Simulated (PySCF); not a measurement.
From one molecule to another.

First species: TMS-CHClF, C4H10ClFSi.
SMILES with atom numbers: `[CH3:1][Si:2]([CH3:3])([CH3:4])[C@H:5]([F:6])[Cl:7]` (hydrogens: H8, H9, H10 on C1; H11, H12, H13 on C3; H14, H15, H16 on C4; H17 on C5)

Structure used (GFN2-xTB), in Å, numbered top down from 1:
```xyz
17
C4H10ClFSi angstrom
C     -0.9300   -1.1059   -1.2562
Si     0.0952   -0.0678   -0.0393
C      1.2802    1.1374   -0.9094
C      0.9764   -1.1365    1.2670
C     -1.1702    1.0351    0.9522
F     -2.0673    0.2506    1.6235
Cl    -2.0897    2.0825   -0.1619
H     -1.6831   -1.6874   -0.7317
H     -1.4444   -0.4753   -1.9758
H     -0.3032   -1.7975   -1.8107
H      1.8524    1.7247   -0.1972
H      1.9874    0.6014   -1.5342
H      0.7368    1.8300   -1.5448
H      0.2651   -1.7197    1.8444
H      1.6684   -1.8305    0.8007
H      1.5449   -0.5272    1.9639
H     -0.7259    1.6982    1.6997
```

Second species: C4H6O2S.
Z-matrix (Å and degrees, GFN2-xTB geometry), rows numbered from 1:
```
C 
C   1  1.3136
S   2  1.7996  1  119.85
O   3  1.4381  2  108.74  1     4.99
O   3  1.4382  2  108.45  1   135.32
C   3  1.7999  2  102.61  1  -109.77
C   6  1.3136  3  119.73  2  -109.84
H   1  1.0783  2  119.11  3    -0.23
H   1  1.0782  2  123.32  3  -179.61
H   2  1.0754  1  126.28  3   178.99
H   6  1.0755  3  113.96  2    71.11
H   7  1.0784  6  119.05  3    -0.24
H   7  1.0783  6  123.33  3  -179.61
```

Levels: PBE0/pcSseg-1 for dipole moment, HOMO energy, LUMO energy and HOMO–LUMO gap; GFN2-xTB for rotational constant A and rotational constant C. Geometries: GFN2-xTB. Each species is one conformer at its optimised geometry, gas phase, non-relativistic unless stated; the electronic structure was computed with PySCF and density fitting.

The conformers computed, where there is a choice (atom-mapped SMILES and torsion angles):
- `[CH3:1][Si:2]([CH3:3])([CH3:4])[C@H:5]([F:6])[Cl:7]`: C1–Si2–C5–F6 60°
- `[CH2:1]=[CH:2][S:3](=[O:4])(=[O:5])[CH:6]=[CH2:7]`: C1–C2–S3–O4 5°, C2–S3–C6–C7 -110°

```csv
property,column X,column Y
dipole moment,4.63 D,2.68 D
HOMO energy,-8.34 eV,-7.87 eV
LUMO energy,-1.59 eV,0.73 eV
HOMO–LUMO gap,6.75 eV,8.60 eV
rotational constant A,3.661 GHz,2.102 GHz
rotational constant C,1.654 GHz,1.066 GHz
```

(1) Which column belongs to which species?

(2) How does each property change from the first species to the second?

Results:

(1) Column X is the second species and column Y the first. The first has 17 atoms and 74 electrons, the second 13 and 62.

(2) dipole moment +1.95 D; HOMO energy -0.47 eV; LUMO energy -2.32 eV; HOMO–LUMO gap -1.85 eV; rotational constant A +1.559 GHz; rotational constant C +0.588 GHz.

On the first: In atomic units the dipole is 1.06 e·bohr (1 au = 2.5417 D).

On the second: Point group C2 permits a dipole; with 4.63 D the species has a pure rotational spectrum. The dipole matches unit charges of opposite sign 0.96 Å apart (1 e·Å = 4.8032 D).
